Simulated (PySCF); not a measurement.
## Two probes of the same atoms: core binding energy and nuclear shielding

Compound: C₆H₁₃BO₂.
Numbering: `[CH3:1]/[CH:2]=[CH:3]\[CH2:4][B:5]([O:6][CH3:7])[O:8][CH3:9]`

Geometry (PBE0-D3(BJ)/def2-SVP, Å), atoms numbered from 1 in this order:
```
atom  x, y, z in Å
C1     2.9540    0.1142   -0.7352
C2     2.4780   -0.9903    0.1635
C3     1.3597   -0.9580    0.8979
C4     0.3824    0.1691    0.9500
B5    -0.9612   -0.0670    0.1413
O6    -1.1624   -1.2518   -0.4825
C7    -2.3235   -1.5551   -1.2108
O8    -1.9409    0.8813    0.0612
C9    -1.8352    2.1427    0.6556
H10    3.1291    1.0525   -0.1809
H11    2.2199    0.3440   -1.5261
H12    3.8972   -0.1494   -1.2332
H13    3.0918   -1.8961    0.2102
H14    1.1117   -1.8422    1.4954
H15    0.0894    0.3696    1.9992
H16    0.8378    1.1115    0.5984
H17   -2.0534   -1.7692   -2.2571
H18   -2.7916   -2.4588   -0.7892
H19   -3.0522   -0.7310   -1.1910
H20   -2.7592    2.7026    0.4497
H21   -1.7106    2.0771    1.7500
H22   -0.9871    2.7206    0.2498
```

Binding energies: PySCF 2.14.0, delta-SCF UKS SCAN, pcX-2 on the ionised atom, pcseg-1 elsewhere, spin-free X2C. Shieldings: GIAO B3LYP/pcSseg-1, non-relativistic, same geometry.

```tsv
atom	C 1s (eV)
C1	290.42
C2	289.59
C3	289.73
C4	289.96
C7	292.05
```

What are the absolute isotropic shieldings of these atoms?

| atom | environment | C 1s (eV) | isotropic shielding (ppm) |
| --- | --- | --- | --- |
| C2 | alkene CH carbon | 289.59 | 51.7 |
| C3 | alkene CH carbon | 289.73 | 39.4 |
| C4 | sp3 carbon bound to boron | 289.96 | 162.7 |
| C1 | allylic carbon | 290.42 | 165.9 |
| C7 | methoxy carbon | 292.05 | 128.3 |

Among the listed atoms, is the one with the highest binding energy also the least shielded?

No. The highest binding energy is at C7 (292.05 eV, shielding 128.3 ppm), the lowest shielding at C3 (39.4 ppm, 289.73 eV).

By binding energy: C2 < C3 < C4 < C1 < C7. By shielding: C3 < C2 < C7 < C4 < C1.

Of atoms equivalent by bonding only the ionised one is listed; its partners' own values can differ in this conformer. Geometry: PBE0-D3(BJ)/def2-SVP, one conformer, isolated molecule.
